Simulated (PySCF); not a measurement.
Species: `N[SiH](C[SiH3])N`. The columns A, B, C and D hold Mulliken, IAO, Hirshfeld and ESP-fitted charges (e) of one PBE0/pcSseg-1 density (PySCF), in a shuffled order. Coordinates in Å (PBE0-D3(BJ)/def2-SVP); the density's dipole moment is (-0.59, -0.32, 0.03) D.

```csv
atom,x,y,z,A,B,C,D
N1,-1.264,0.416,-1.317,-0.847,-0.313,-0.653,-1.054
Si2,-0.887,-0.731,-0.081,+1.143,+0.405,+0.984,+0.903
N3,-1.672,-0.178,1.351,-0.845,-0.320,-0.649,-0.973
C4,0.995,-0.794,-0.038,-0.868,-0.258,-0.873,-0.613
Si5,1.807,0.899,0.035,+0.594,+0.296,+0.476,+0.498
H6,-2.226,0.688,-1.486,+0.264,+0.117,+0.195,+0.397
H7,-0.702,0.493,-2.156,+0.261,+0.113,+0.195,+0.388
H8,-1.400,-2.132,-0.253,-0.178,-0.104,-0.132,-0.193
H9,-1.960,-0.825,2.074,+0.264,+0.116,+0.195,+0.357
H10,-1.499,0.751,1.717,+0.261,+0.114,+0.198,+0.380
H11,1.298,-1.381,0.847,+0.162,+0.042,+0.172,+0.146
H12,1.376,-1.338,-0.920,+0.160,+0.042,+0.170,+0.154
H13,1.734,1.589,-1.289,-0.122,-0.082,-0.087,-0.122
H14,1.138,1.764,1.059,-0.126,-0.082,-0.100,-0.130
H15,3.253,0.795,0.411,-0.122,-0.087,-0.090,-0.139
```

Question: Which column most likely holds the ESP-fitted charges?

Answer: D. Σ q r misses the density's dipole by 0.04 D (D), 0.23 D (C), 0.30 D (A), 0.31 D (B). Charges fitted to the outside potential are the only set here that is tied to the molecule's multipoles.

Question: And the Hirshfeld charges?

Answer: B. The mean sizes are 0.166 e (B), 0.345 e (C), 0.414 e (A), 0.430 e (D), and Hirshfeld charges are commonly the smallest of these schemes.

As computed, A = IAO, B = Hirshfeld, C = Mulliken, D = ESP-fitted. Hydrogens on carbon: IAO +0.16 to +0.16, Hirshfeld +0.04 to +0.04, Mulliken +0.17 to +0.17, ESP-fitted +0.15 to +0.15 e.

The ESP scheme is a least-squares fit of atom-centred charges to the potential on four shells outside the van der Waals surface, with the total charge fixed. The Mulliken scheme gives each basis function's population to the atom it is centred on and halves the overlap population of two atoms between them.

One conformer (not necessarily the lowest) at the PBE0-D3(BJ)/def2-SVP geometry, without solvent, vibrations or thermal averaging.

These values come from a run that also computed NMR shieldings. Hardware: one thread, Arm Neoverse V2, on a shared host. Cost: 13 s wall.

The values belong to the conformer `[NH2:1][SiH:2]([NH2:3])[CH2:4][SiH3:5]`: N1–Si2–C4–Si5 49°, H–N1–Si2–N3 -51°, H–N1–Si2–N3 160°, H–N3–Si2–N1 152°, H–N3–Si2–N1 -56°.
